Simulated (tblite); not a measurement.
Species: C4H8F3PS.
Numbering: `[CH3:1][P:2]([CH3:3])(=[S:4])[CH2:5][C:6]([F:7])([F:8])[F:9]` (hydrogens: H10, H11, H12 on C1; H13, H14, H15 on C3; H16, H17 on C5)

Geometry (GFN2-xTB, Å), atoms numbered from 1 in this order:
```
atom  x, y, z in Å
C1    -1.4319    1.2188    0.3915
P2    -0.7265   -0.1319   -0.6282
C3    -0.8998   -1.6517    0.3827
S4    -1.4304   -0.2549   -2.4269
C5     1.1095    0.2095   -0.7041
C6     1.8544    0.3421    0.5980
F7     3.1579    0.5868    0.3941
F8     1.3990    1.3447    1.3634
F9     1.7931   -0.7649    1.3524
H10   -1.0637    1.2073    1.4139
H11   -2.5141    1.0891    0.3839
H12   -1.1958    2.1715   -0.0814
H13   -1.9568   -1.9176    0.3748
H14   -0.3383   -2.4541   -0.0949
H15   -0.5592   -1.5137    1.4054
H16    1.2365    1.1352   -1.2736
H17    1.5593   -0.6042   -1.2811
```

Computed with GFN2-xTB (tblite): harmonic, unscaled wavenumbers at the GFN2-xTB geometry, gas phase. The method is semi-empirical: single wavenumbers can be off by several per cent or more. One conformer, not necessarily the lowest. The optimisation stopped once no atom felt more than 0.01 eV/Å.

Lowest wavenumbers of the output (negative numbers stand for imaginary wavenumbers):
```
mode    cm-1
  1     -26.8
  2      75.0
  3     116.7
  4     157.0
  5     159.4
  6     185.4
  7     209.3
  8     226.7
  9     232.6
 10     245.5
```

**Question.** Is this structure a minimum?

**Answer.** Not by this Hessian. 1 mode is imaginary beyond 20i (27i cm⁻¹), so at this level the point lies at or near a first-order saddle. The curvature is small, so loose convergence or finite differences may be the whole cause.

**Question.** Which atoms move in the imaginary mode?

**Answer.** 27i: F8 (fluorine of a CF3 group) 26 %, F9 (fluorine of a CF3 group) 26 %, C3 (sp3 carbon bound to phosphorus) 11 %, C1 (sp3 carbon bound to phosphorus) 11 %. These are shares of the mass-weighted motion.

**Question.** What is the remedy?

**Answer.** Step along that mode in both directions, optimise again with tighter thresholds and repeat the frequencies. The zero-point energy of this point (72.7 kcal/mol) counts the 44 real modes alone, and thermal corrections from it aren't those of a minimum.
